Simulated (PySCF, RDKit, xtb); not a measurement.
Pair of molecules: SiH4 (SMILES [SiH4]) (first 5 atoms) with CH6Si (SMILES C[SiH3]); geometry from B3LYP-D3(BJ)/def2-TZVP, rigid monomers moved along the line of their centres of mass till Si1···H8 is 3.54 Å.
(charge 0, multiplicity 1):
```
atom    x (Å)    y (Å)    z (Å)
----  -------  -------  -------
Si     0.0159  -0.3016   0.1916
H     -1.1782  -0.1975   1.0594
H     -0.3660  -0.0324  -1.2129
H      0.5767  -1.6682   0.2968
H      1.0314   0.6802   0.6308
C      0.8293  -0.6999   4.4955
Si    -0.3875   0.7068   4.7441
H      0.6471  -1.2230   3.5555
H      0.7437  -1.4288   5.3036
H      1.8557  -0.3291   4.4825
H     -0.2185   1.7427   3.6975
H     -0.1723   1.3432   6.0669
H     -1.7826   0.2074   4.6872
```

Monomers are frozen at their geometry in the pair; levels with a basis set take the counterpoise correction. Rows marked so take none. RDKit's UFF carries no charges.

Rows in 3-21G, 6-31G* carry no dispersion term and start afresh at each structure (6-31G* with six Cartesian d functions).

Run with PySCF for 3-21G rows, 6-31G* rows; RDKit for the force fields; xtb for the GFN methods. Each number belongs to the level named beside it.

Question: One of these levels gives -59.1 meV for the interaction energy. Name it.
A. GFN-FF
B. HF/3-21G (no counterpoise)
C. HF/6-31G* (no counterpoise)
D. UFF

Answer: D, UFF. The others give -40.7 (GFN-FF), -16.8 (HF/3-21G (no counterpoise)), 8.1 (HF/6-31G* (no counterpoise))
